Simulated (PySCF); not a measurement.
Species: C₈H₁₂.
SMILES with atom numbers: `[CH3:1][C:2]#[C:3][CH:4]1[CH2:5][CH2:6][CH2:7][CH2:8]1` (hydrogens: H9, H10, H11 on C1; H12 on C4; H13, H14 on C5; H15, H16 on C6; H17, H18 on C7; H19, H20 on C8)

Structure used (GFN2-xTB), in Å, numbered top down from 1:
```
atom  x, y, z in Å
C1     3.843   -0.183   -0.051
C2     2.424   -0.062   -0.313
C3     1.252    0.042   -0.544
C4    -0.171    0.158   -0.790
C5    -0.935   -1.131   -0.444
C6    -2.353   -0.636   -0.189
C7    -2.130    0.633    0.634
C8    -0.842    1.256    0.071
H9     4.309   -0.821   -0.801
H10    4.007   -0.621    0.934
H11    4.314    0.800   -0.082
H12   -0.321    0.385   -1.852
H13   -0.874   -1.870   -1.242
H14   -0.522   -1.568    0.467
H15   -2.839   -0.392   -1.136
H16   -2.967   -1.368    0.334
H17   -1.989    0.366    1.682
H18   -2.975    1.317    0.573
H19   -0.177    1.571    0.875
H20   -1.060    2.132   -0.539
```

The closed-shell SCF was solved with PySCF and density fitting under several settings on one GFN2-xTB geometry (grid level 2 and gas phase unless stated).

```tsv
settings	basis functions	SCF cycles	E (Eh)	HOMO (eV)	LUMO (eV)	dipole (D)
B97-2/cc-pVDZ, grid level 1	172	10	-311.9292	-6.57	1.57	0.13
PBE0/cc-pVDZ	172	14	-311.6521	-6.82	1.57	0.13
KT2/pcSseg-1, start guess sap	196	17	-317.5397	-5.80	0.28	0.16
```

Estimate the rows for these settings: (1) HF/6-311G**, start guess sap; (2) HSE06/6-311G**, IEF-PCM methanol, fitting basis def2-qzvpp-jkfit, energy threshold 1e-08 Eh.

```tsv
settings	basis functions	SCF cycles	E (Eh)	HOMO (eV)	LUMO (eV)	dipole (D)
HF/6-311G**, start guess sap	216	15	-309.9500	-9.59	4.04	0.14
HSE06/6-311G**, IEF-PCM methanol, fitting basis def2-qzvpp-jkfit, energy threshold 1e-08 Eh	216	9	-311.7416	-6.70	0.94	0.19
```

Over all rows, what range does the HOMO–LUMO gap span?

From 6.08 eV (KT2/pcSseg-1, start guess sap) to 13.63 eV (HF/6-311G**, start guess sap). The functional of the narrowest has no exact exchange, that of the widest 100 % exact exchange.

Cycle counts include a coarse-grid stage where the run had one. All basis functions are spherical, in the Pople sets too. KT2 was designed for NMR shieldings or shifts; total energies of different functionals aren't comparable. One conformer (not necessarily the lowest) at the GFN2-xTB geometry, without vibrations or thermal averaging.
